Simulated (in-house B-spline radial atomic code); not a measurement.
Ionising Mg³⁺ with different functionals

Computed with a radial B-spline atomic code at the basis-set limit: non-relativistic Hamiltonian, point nucleus, spin-polarised at highest spin, spherical fractional occupations for the functionals, the average over the highest-spin determinants for Hartree-Fock. The ionisation energy is the difference of two self-consistent energies, [He] 2s2 2p5 → [He] 2s2 2p4, without Breit or QED terms; ε is the level of the shell that loses the electron (its least bound occupied spin orbital).

Hybrids are left out here: with spherical fractional occupations of an open shell their exact exchange keeps a self-interaction that integer-occupation calculations don't have.

| method | rung | ΔSCF (eV) | -ε(2p) (eV) |
| --- | --- | --- | --- |
| Hartree-Fock | Hartree-Fock | 107.62 | 110.28 |
| LDA VWN5 | LDA | 109.84 | 94.84 |
| LDA PW92 | LDA | ? | ? |
| LDA exchange-only | LDA | 107.45 | 92.63 |
| PBE | GGA | 109.69 | 94.71 |
| PBEsol | GGA | 109.49 | 94.53 |
| BLYP | GGA | 109.73 | 94.73 |
| RPBE | GGA | 109.58 | 94.62 |
| PW91 | GGA | 109.90 | 94.90 |
| BP86 | GGA | 109.86 | 94.84 |
| AM05 | GGA | 109.43 | 94.50 |
| OLYP | GGA | 109.62 | 94.81 |
| TPSS | meta-GGA | ? | ? |
| SCAN | meta-GGA | 109.96 | 95.46 |
| r2SCAN | meta-GGA | 109.93 | 95.42 |
| M06-L | meta-GGA | 109.70 | 95.23 |
| revTPSS | meta-GGA | 109.56 | 94.72 |

What does LDA PW92 give?

ΔSCF 109.83 eV, and -ε(2p) = 94.83 eV.

What does TPSS give?

ΔSCF 109.78 eV, and -ε(2p) = 94.92 eV.

How do they compare with the NIST value?

NIST lists 109.265 eV ± 0.0012 (semi-empirical, ground level to ground level). Errors run from -1.81 to +0.69 eV; AM05 is closest (+0.17 eV), but part of that can be cancellation, since the calculations leave out relativity, Breit-QED terms, multiplet and fine-structure energies. Hartree-Fock also lacks correlation.
